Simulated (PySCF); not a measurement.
Molecule: `O=C(N)C([SiH3])[SiH3]`, C$_{2}$H$_{9}$NOSi$_{2}$.

Bonds (- single, = double, # triple, : aromatic): N1-C2, C2=O3, C2-C4, C4-Si5, C4-Si6. N1 carries H7, H8; C4 carries H9; Si5 carries H10, H11, H12; Si6 carries H13, H14, H15. H8 is cis to the C=O or C=S heteroatom; H7 is trans to the C=O or C=S heteroatom.

Frames of a GFN2-xTB Langevin trajectory at 200 K; GIAO PBE0/pcSseg-1 shieldings in PySCF 2.14, gas phase, non-relativistic; equivalent atoms averaged within each frame.

Scale: NH3 for 15N (267.73 ppm); 13C (186.93 ppm) and 29Si (349.16 ppm) and 1H (31.72 ppm) against TMS; H2O for 17O (336.08 ppm) (reference shieldings calculated alike). The references are static minima.

**Question.** How do the shifts (ppm) fluctuate along the trajectory?

**Answer.** 
```csv
time (fs),N1,C2,C4,O3,Si5/Si6,H10/H11/H12/H13/H14/H15,H7,H8,H9
250,108.9,175.2,14.7,421.9,-70.4,4.28,4.16,4.12,2.44
425,114.3,182.8,23.9,447.1,-62.7,4.46,4.14,4.98,2.43
625,116.3,176.6,14.9,439.1,-70.6,4.08,4.96,4.74,1.34
800,116.2,182.0,13.0,466.8,-72.4,3.71,4.43,4.59,1.60
1000,129.5,177.0,17.0,410.5,-60.0,4.27,5.46,6.00,1.43
mean of frames,117.0,178.7,16.7,437.1,-67.2,4.16,4.63,4.89,1.85
standard deviation,7.6,3.4,4.3,21.9,5.5,0.28,0.57,0.70,0.54
```

5 frames give an uncertainty of the mean of about the standard deviation over 2.2 at best, since frames this close in time may not be independent; classical motion lacks zero-point vibration, and the reference would need the same averaging.
